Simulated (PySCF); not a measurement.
**Exercise with solution: oscillator strength and radiative lifetime**

C3H8OSi2, SMILES [Si@H]1(OC)[SiH2]C=C1.

Geometry optimised at B3LYP-D3(BJ)/def2-SVP. The structure was generated by enumeration; whether it is a known compound was not checked. One conformer was computed; it need not be the lowest.

TDDFT-PBE/def2-SVPD (PySCF) puts the first singlet state with f over 0.02 at 6.07 eV (vertical), with the transition dipole (0.107, -0.354, 0.136) in atomic units.

**Question.** Find the oscillator strength, the wavelength and the radiative lifetime that this transition would have in vacuum if emission retraced absorption.

**Answer.** 
|μ|² = 0.1553 au, so |μ| = 1.00 D. ΔE = 6.07/27.211 = 0.2231 hartree. f = (2/3) ΔE |μ|² = 0.023 (the program prints 0.023).
λ = 1239.84/6.07 = 204 nm; ν = 48958 cm⁻¹.
Einstein's coefficient A = 0.6670 ν² f s⁻¹ (ν in cm⁻¹) = 3.7e7 s⁻¹, so τ = 1/A = 27 ns. This state is S7; the lower singlets have f = 0.003, 0.001, 0.004, 0.006, 0.015, 0.003. The figure is the radiative limit of this one transition; relaxation, internal conversion, crossing to triplets and a medium change what is measured.
